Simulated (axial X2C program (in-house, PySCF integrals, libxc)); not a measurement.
Which molecule has these constants?

Calculated with an in-house all-electron X2C program for linear molecules (integrals from PySCF), spin-free (one-electron X2C) or two-component (2c: spin–orbit coupling with atomic mean-field Coulomb and Gaunt terms, which also bring small scalar terms), in Dyall basis sets with cores contracted in-house; open shells are unrestricted.

A two-component PBE0 calculation in a Dyall 3-zeta basis gave Re = 2.789 Å, ωe = 259.1 cm⁻¹, Ω = 4.

**Question.** Which molecule is it?
A. LiNb⁺
B. LiTc⁺
C. LiY⁺
D. LiIn⁺
E. LiRu⁺

**Answer.** E. The others have LiNb⁺ 2.905 Å and 238.2 cm⁻¹ (Ω = 1/2); LiIn⁺ 3.210 Å and 186.7 cm⁻¹ (Ω = 1/2); LiTc⁺ 2.819 Å and 281.8 cm⁻¹ (Ω = 5/2); LiY⁺ 3.215 Å and 260.4 cm⁻¹ (Ω = 1/2).

Each entry is the lowest single determinant of a limited PBE0 search at one distance. De goes to single-determinant-based atoms at the same level (for ions the charge split of lowest energy) and is withheld (n/a) where an atom does not fit its ground term or J level. Main or longest-lived isotopes. One determinant is a doubtful description, or other states lie close, for LiRu⁺, LiNb⁺, LiTc⁺, LiY⁺; these need not be ground states, and all values refer to the states named. Some open-shell Ω = 0 determinants are out of reach, so the Ω given for LiRu⁺ need not be the lowest component. With several unpaired electrons the Ω given is that of one determinant, not necessarily of the lowest component. The functionals have no current term, which raises determinants with orbital currents. Where the atoms have a lower orbital projection than the molecule, De at mean-field level may be about a tenth of an eV too small.
